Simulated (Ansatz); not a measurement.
Molecule: C4H2FS, net charge 0, doublet state. It need not be the lowest isomer of its formula. SMILES: Fc1c[c]sc1
Geometry from a B3LYP-D3(BJ)/def2-TZVP (Ansatz, a program for electronic structure) optimisation:
```xyz
8

F     -0.1689     2.2515     0.4491
C     -0.1372     0.9376     0.1801
C     -1.3357     0.2083    -0.0961
C     -0.9944    -1.0771    -0.3270
S      0.6595    -1.4464    -0.2311
C      1.0128     0.2131     0.1498
H     -2.3246     0.6388    -0.1099
H      2.0210     0.5485     0.3244
```
Charge 0, spin multiplicity 2.

Wanted: atomisation energy (electronic, to ground-state atoms), in kcal/mol. Cores are frozen in the correlated levels unless marked. Open shells are spin-unrestricted. Spin-orbit coupling is left out. Non-relativistic. The coupled-cluster limit lacks core correlation, which all-electron functionals hold. CBS(X,Y): correlation extrapolated as X^-3; Hartree-Fock from the larger set.

The UHF reference is spin-contaminated (<S^2> 0.38 over the pure value in the largest basis). 

| level | program | atomisation energy (kcal/mol) |
|---|---|---|
| PBE0-D3(BJ)/def2-TZVP | Ansatz + dftd3 | ? |
| r2SCAN0/def2-TZVPD | Ansatz | ? |
| HSE06/def2-TZVPD | Ansatz | 863.5 |
| B2GP-PLYP-D4/def2-TZVPD | Ansatz + dftd4 | 835.6 |
| CCSD/cc-pV(Q+d)Z | Ansatz | 806.0 |
| CCSD(T)/CBS(cc-pV(T+d)Z,cc-pV(Q+d)Z) | Ansatz | ? |

Q: What belongs in the gaps?

A: 
- PBE0-D3(BJ)/def2-TZVP, atomisation energy (kcal/mol): 866.5
- r2SCAN0/def2-TZVPD, atomisation energy (kcal/mol): 836.3
- CCSD(T)/CBS(cc-pV(T+d)Z,cc-pV(Q+d)Z), atomisation energy (kcal/mol): 841.0
